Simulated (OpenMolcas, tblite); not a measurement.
## RuO4 (ruthenium tetroxide): the vertical energy of the triplet above the singlet, rung by rung

The species is RuO4 (5 atoms), meant as a singlet with charge 0. SMILES: `[O]=[Ru](=[O])(=[O])=[O]`. Geometry: relaxed at PBE0-D4/def2-TZVP.

Each level gives the vertical energy of the triplet above the singlet (eV). The values are calculated.

```tsv
level	kind	program	value (eV)
IPEA1-xTB	semi-empirical	tblite	3.32
HF/def2-SVP (core potential)	Hartree–Fock	OpenMolcas	-1.89
SVWN5/def2-SVP (core potential)	LDA	OpenMolcas	3.21
BLYP/def2-SVP (core potential)	GGA	OpenMolcas	2.97
revPBE/def2-SVP (core potential)	GGA	OpenMolcas	3.00
TPSS/def2-SVP (core potential)	meta-GGA	OpenMolcas	2.91
BHLYP/def2-SVP (core potential)	global hybrid	OpenMolcas	1.53
```

Spin-orbit coupling, which can split open shells on such heavy atoms by tenths of an eV, is left out. The values span -1.89 to 3.32 eV. Spin contamination of the reference (⟨S²⟩ at least 0.1 too high) touches HF/def2-SVP. The upper state's dipole differs much between rows, so they may not all be the same state.
